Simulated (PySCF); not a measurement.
Geometry:
```tsv
atom	x (Å)	y (Å)	z (Å)
F1	-3.387	0.697	-0.041
C2	-2.065	0.432	-0.029
C3	-1.589	-0.680	0.643
C4	-0.222	-0.897	0.620
C5	0.608	-0.011	-0.062
Si6	2.490	-0.190	-0.190
N7	0.115	1.050	-0.698
C8	-1.183	1.275	-0.688
H9	-2.269	-1.340	1.160
H10	0.203	-1.749	1.129
H11	3.104	1.094	0.134
H12	2.827	-0.608	-1.550
H13	2.903	-1.222	0.767
H14	-1.536	2.149	-1.218
```

Method: GFN2-xTB geometry, σ from GIAO-PBE0/pcSseg-1, in PySCF 2.14 (one computed conformer, equivalent nuclei averaged, relativity neglected, in vacuum).

References, each an isolated molecule treated in the same way: 13C (σ = 186.93 ppm) against TMS.

**Question.** Do the 13C shifts follow the atomic charges (in e)? Tabulate both.

**Answer.** 
```csv
atoms,hybridisation,δ (ppm),σ para (ppm),Hirshfeld,IAO,Mulliken,ESP-fitted
C2,sp2,169.2,-241,+0.09,+0.27,+0.22,-0.00
C5,sp2,161.9,-230,-0.04,-0.15,-0.11,+0.44
C8,sp2,144.4,-210,+0.00,-0.05,+0.11,+0.33
C4,sp2,137.7,-208,-0.05,-0.16,-0.11,-0.50
C3,sp2,127.2,-196,-0.05,-0.16,-0.06,+0.08
```

Correlation coefficients of δ with charge over these carbons: Hirshfeld +0.71, IAO +0.70, Mulliken +0.51, ESP-fitted +0.33; with the paramagnetic shielding -0.99. With so few points these coefficients are fragile. Charge is one influence among several: hybridisation and low-lying excitations act through the paramagnetic term.

Shifts are as computed. Against solution values, carbons near 30 ppm lie about +3 ppm off and those near 130 ppm about +5 ppm. Of 1211 compounds with measured shifts, 218 miss one by over three times the rms of a fit or turn the order of signals round; such compounds aren't used in these exercises.
